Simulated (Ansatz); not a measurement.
Reaction (ligand exchange at a Ga–F bond): `C[O][Ga]([F])[SH]` + H₂S → `C[O][Ga]([SH])[SH]` + H–F

Gas-phase electronic energies from Ansatz, PBE0-D4/def2-TZVP geometries. CCSD(T)/CBS adds triple-zeta CCSD(T) − MP2 to the extrapolated MP2 energy (def2 sets, frozen cores). This one scheme is used for every species. DFT in def2-TZVPP. B3LYP here is the variant with VWN-RPA as its local correlation; programs differ in this. For Ga outer-core shells are correlated without core-valence functions, which leaves a few kJ/mol of doubt a bond. Scalar relativity is left out up to krypton. One conformer a species, not always the lowest.

CCSD(T)/CBS gives -0.13 eV.

(1) Another level gave -0.06 eV. Which?
A. B2PLYP/def2-TZVPP
B. B3LYP/def2-TZVPP
C. PBE-D4/def2-TZVPP
D. CCSD(T)/def2-TZVPP

Largest T1 diagnostic among the species: 0.014.

## Answers

(1) D. CCSD(T)/def2-TZVPP -0.06, PBE-D4 -0.12, B3LYP 0.05, B2PLYP 0.01 eV.

From PBE to PBE0 (25 % exact exchange), in def2-TZVPP and without D4, ΔE moves by −0.04 eV. In def2-TZVPP, CCSD(T) changes the Hartree–Fock value by −0.18 eV (the triples alone add −0.03 eV) and MP2 by −0.23 eV.
